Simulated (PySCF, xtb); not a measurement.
1-chloro-1-fluorobuta-1,2-diene (C4H4ClF), SMILES CC=C=C(F)Cl.

GFN2-xTB run with xtb 6.7.1 at its own geometry gives an orbital gap of 4.30 eV and a dipole moment of 3.47 D.

The structure is a stationary point at B3LYP-D3(BJ)/def2-SVP.

Problem. What does PBE/def2-TZVP (PySCF) give? (The exact figures need the calculation; the answer reports its results.)

Solution. gap 4.11 eV (levels -6.01 and -1.89 eV), dipole 2.47 D.
